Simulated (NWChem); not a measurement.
System: SiH$_{3}$OF; SMILES O[SiH2]F

Input file for NWChem:

```
start job
memory heap 200 mb stack 900 mb global 1100 mb
geometry units angstroms noautoz
  Si    -0.432841     0.047946    -0.034547
  O      0.592356    -1.234000    -0.206701
  F      0.369405     1.445813    -0.079452
  H     -1.352001    -0.016867    -1.187639
  H     -1.137597     0.011102     1.272384
  H      1.190698    -1.427677     0.528194
end
basis spherical
  * library def2-svp
end
dft
  xc xwpbe 1.00 cpbe96 1.0 hfexch 1.00
  cam 0.05 cam_alpha 0.0 cam_beta 1.0
  iterations 150
  vectors input atomic output neutral.movecs
end
task dft energy
charge 1
dft
  odft
  mult 2
  vectors input atomic output cation.movecs
end
task dft energy
```

Parts of the log:

```
             Northwest Computational Chemistry Package (NWChem) 7.3.0
             --------------------------------------------------------

 C1  symmetry detected

                             Geometry "geometry" -> ""
                             -------------------------

 Output coordinates in angstroms (scale by  1.889725989 to convert to a.u.)

  No.       Tag          Charge          X              Y              Z
 ---- ---------------- ---------- -------------- -------------- --------------
    1 Si                  14.0000    -0.45479349     0.01879363     0.00101821
    2 O                    8.0000     0.46066051    -1.35261079    -0.07140640
    3 F                    9.0000     0.47050794     1.33899716    -0.02194114
    4 H                    1.0000    -1.29865153     0.00122729    -1.20987899
    5 H                    1.0000    -1.24400571     0.08206671     1.25769944
    6 H                    1.0000     0.98991054    -1.57649286     0.70664617

 Effective nuclear repulsion energy (a.u.)     118.3311113584

  pbe96 is a nonlocal functional; adding pw91lda local functional.

                                 NWChem DFT Module
                                 -----------------

 Summary of "ao basis" -> "ao basis" (spherical)
 ------------------------------------------------------------------------------
       Tag                 Description            Shells   Functions and Types
 ---------------- ------------------------------  ------  ---------------------
 Si                         def2-svp                 8       18   4s3p1d
 O                          def2-svp                 6       14   3s2p1d
 F                          def2-svp                 6       14   3s2p1d
 H                          def2-svp                 3        5   2s1p

            General Information
            -------------------
          SCF calculation type: DFT
          Wavefunction type:  closed shell.
          No. of atoms     :     6
          No. of electrons :    34
           Alpha electrons :    17
            Beta electrons :    17
          Charge           :     0
          Spin multiplicity:     1
          Use of symmetry is: off; symmetry adaption is: off
          Maximum number of iterations: 150
          AO basis - number of functions:    61
                     number of shells:    29
          Convergence on energy requested:  1.00D-06
          Convergence on density requested:  1.00D-05
          Convergence on gradient requested:  5.00D-04

              XC Information
              --------------
                     Hartree-Fock (Exact) Exchange  1.000
                     LC-wPBE(h)Exchange Functional  1.000
            Perdew 1991 LDA Correlation Functional  1.000 local
           PerdewBurkeErnz. Correlation Functional  1.000 non-local

           Range-Separation Parameters
           ---------------------------
           Alpha           :  0.00
           Beta            :  1.00
           Gamma           :  0.05
           Short-Range HF  :     F

             Grid Information
             ----------------
          Grid used for XC integration:  medium
          Radial quadrature: Mura-Knowles
          Angular quadrature: Lebedev.
          Tag              B.-S. Rad. Rad. Pts. Rad. Cut. Ang. Pts.
          ---              ---------- --------- --------- ---------
          Si                  1.10       88           8.0       590
          O                   0.60       49           8.0       434
          F                   0.50       49           8.0       434
          H                   0.35       45          10.0       434
          Grid pruning is: on
          Number of quadrature shells:   321
          Spatial weights used:  Erf1

      Superposition of Atomic Density Guess
      -------------------------------------

 Sum of atomic energies:        -464.22004659

      Non-variational initial energy
      ------------------------------

 Total energy =    -464.873457
 1-e energy   =    -879.111865
 2-e energy   =     295.907297
 HOMO         =      -0.395773
 LUMO         =       0.068885

   convergence    iter        energy       DeltaE   RMS-Dens  Diis-err
 ---------------- ----- ----------------- --------- --------- ---------
 d= 0,ls=0.0,diis     1   -465.8086321031 -5.84D+02  2.38D-02  7.73D-01
 d= 0,ls=0.0,diis     2   -465.7059257768  1.03D-01  1.32D-02  2.09D+00
 d= 0,ls=0.0,diis     3   -465.8933551697 -1.87D-01  1.45D-03  1.54D-02
 d= 0,ls=0.0,diis     4   -465.8946197323 -1.26D-03  4.48D-04  9.25D-04
 d= 0,ls=0.0,diis     5   -465.8946969586 -7.72D-05  1.41D-04  2.23D-04
  Resetting Diis
 d= 0,ls=0.0,diis     6   -465.8947150896 -1.81D-05  4.26D-05  1.64D-05
 d= 0,ls=0.0,diis     7   -465.8947166342 -1.54D-06  1.02D-05  2.09D-07
 d= 0,ls=0.0,diis     8   -465.8947166368 -2.60D-09  5.09D-06  2.24D-07

         Total DFT energy =     -465.894716636768
      One electron energy =     -881.277936920935
           Coulomb energy =      337.870254893023
    Exchange-Corr. energy =      -40.818145967209
 Nuclear repulsion energy =      118.331111358353

 Numeric. integr. density =       33.999994035552

                       DFT Final Molecular Orbital Analysis
                       ------------------------------------

 Vector   15  Occ=2.000000D+00  E=-3.478027D-01
              MO Center=  9.7D-02, -2.5D-01, -2.7D-01, r^2= 2.6D+00
   Bfn.  Coefficient  Atom+Function         Bfn.  Coefficient  Atom+Function
  ----- ------------  ---------------      ----- ------------  ---------------
    23      0.298189  2 O  py                38      0.263968  3 F  pz
    24      0.259222  2 O  pz                36      0.240338  3 F  px
    47     -0.219561  4 H  s                 26      0.196746  2 O  py
    27      0.188562  2 O  pz                41     -0.188958  3 F  pz
    39     -0.168795  3 F  px                37     -0.142609  3 F  py

[...]
```

Level: LC-wPBE (HJS exchange hole, range parameter 0.05 per bohr)/def2-SVP, vertical spin-unrestricted ions. The geometry was optimised at B3LYP/6-31G* (spherical d).
